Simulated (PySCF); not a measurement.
A GIAO shielding run with PySCF 2.14.0 with density-fitted response routines (density fitting, non-relativistic, gas phase) on `CC[C@@H]1CC[SiH2]C[C@@H]1F`, C7H15FSi:

```
$ OMP_NUM_THREADS=1 python probes_run.py task.json out

{"job": {"kind": "nmr", "xc": "PBE0", "basis": "pcSseg-1"}, "charge": 0, "multiplicity": 1}
C     -3.000811     0.225963     0.305719
C     -1.836693    -0.752779     0.413194
C     -0.513452    -0.198493    -0.138274
C      0.464440    -1.346834    -0.413604
C      1.693206    -0.914550    -1.212128
Si     2.641881     0.458139    -0.305384
C      1.242858     1.625282     0.248021
C      0.086441     0.827780     0.831702
F      0.533417     0.167256     1.969301
H     -3.150971     0.527915    -0.729169
H     -2.831553     1.119719     0.901321
H     -3.915131    -0.243535     0.661230
H     -1.691105    -1.040681     1.456244
H     -2.096373    -1.656085    -0.143520
H     -0.716492     0.326445    -1.078944
H     -0.065962    -2.127382    -0.966644
H      0.776506    -1.777212     0.539740
H      1.372134    -0.566377    -2.196443
H      2.327281    -1.784277    -1.385026
H      3.362581    -0.069498     0.854745
H      3.553501     1.170218    -1.208070
H      0.861921     2.210062    -0.588860
H      1.590862     2.333448     1.000155
H     -0.700223     1.505238     1.192250
```

Hardware: 1 thread of an Arm Neoverse N1, shared host. The job also computes population analyses, field gradients, ring-centre shieldings.

(1) How large is the calculation?

(2) How long does it take, and how much memory does it need?

## Answers

(1) 80 electrons, 235 basis functions and 1237 auxiliary functions.

(2) 95 s of wall time, with 12 SCF cycles and 4 response iterations; peak memory 0.98 GiB. Times on a shared host scatter by some tens of per cent.
